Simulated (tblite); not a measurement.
C₆H₁₀FP.
Atom-mapped SMILES: `[CH3:1]/[CH:2]=[CH:3]/[P:4]1[CH2:5][CH:6]([F:7])[CH2:8]1` (hydrogens: H9, H10, H11 on C1; H12 on C2; H13 on C3; H14, H15 on C5; H16 on C6; H17, H18 on C8)

Structure optimised with GFN2-xTB, isolated species.

Give the optimised bond lengths and angles.

```
                 bond  length (Å)   order
                C1–C2       1.490  single
                C2=C3       1.327  double
                C3–P4       1.823  single
         P4–C5, P4–C8       1.883  single
         C5–C6, C6–C8       1.525  single
                C6–F7       1.379  single
C1–H9, C1–H10, C1–H11       1.089  single
               C2–H12       1.083  single
               C3–H13       1.085  single
       C5–H14, C8–H18       1.090  single
       C5–H15, C8–H17       1.088  single
               C6–H16       1.095  single
```

Bonds in one row agree within 0.01 Å and their mean is given. Orders are formal, as drawn. A selection of angles:
```
     angle  degrees
  C2–C1–H9    111.1
 C2–C1–H10    109.9
 H9–C1–H10    108.9
H10–C1–H11    107.5
  C1–C2–C3    124.5
 C1–C2–H12    115.5
 C3–C2–H12    120.0
  C2–C3–P4    124.7
 C2–C3–H13    120.2
 P4–C3–H13    114.8
  C3–P4–C5     97.1
  C3–P4–C8     99.0
  C5–P4–C8     75.0
  P4–C5–C6     90.5
 P4–C5–H14    110.3
 P4–C5–H15    117.9
 C6–C5–H14    110.8
 C6–C5–H15    116.7
H14–C5–H15    109.5
  C5–C6–F7    114.3
  C5–C6–C8     97.4
 C5–C6–H16    112.5
 F7–C6–H16    106.1
 C8–C6–H16    112.5
```

Dihedral angles: C1–C2–C3–P4 176° (antiperiplanar); C2–C3–P4–C5 133° (anticlinal); C3–P4–C5–C6 -80° (synclinal); P4–C5–C6–F7 -142° (anticlinal); C5–C6–C8–P4 21° (synperiplanar); C3–P4–C8–C6 77° (synclinal). The mirror-image conformer, all signs reversed, is as good.

The 4-membered ring P4–C5–C6–C8 has internal angles of 75.0° to 97.4° (sum 353°, against 360° for a flat polygon); it is puckered, 0.14 Å rms from its mean plane, widest ring torsion 21°. The 4 C–C bonds span 1.327 Å (C2=C3, drawn double) to 1.525 Å (C5–C6, drawn single), a spread of 0.198 Å. Of the pairs four or more bonds apart, C3···H16 is among the closest relative to their van der Waals radii: 2.87 Å, 99 % of the sum of Bondi's values. The C–P distances run from 1.823 Å (C3–P4, drawn single) to 1.884 Å (P4–C8, drawn single), a spread of 0.061 Å. P4 (phosphine phosphorus) is pyramidal (angles 99.0°, 97.1° and 75.0°, sum 271.0°, 1.05 Å off the plane of its three neighbours).

Point group: C1 (no symmetry element, even within 0.4 Å). Its GFN2-xTB frequencies are all real (lowest 53 cm⁻¹). The numbers are those of one conformer. 3 starts were optimised and ended at 0.00, 0.16 and 0.87 kcal/mol (GFN2-xTB); the lowest of these is shown.

Time: 1.1 s. Hardware: one thread of an Arm Neoverse V1, shared host with 32 logical CPUs at a one-minute load of 10. These figures are those of the optimisation.

The numbers are calculated, not measured.
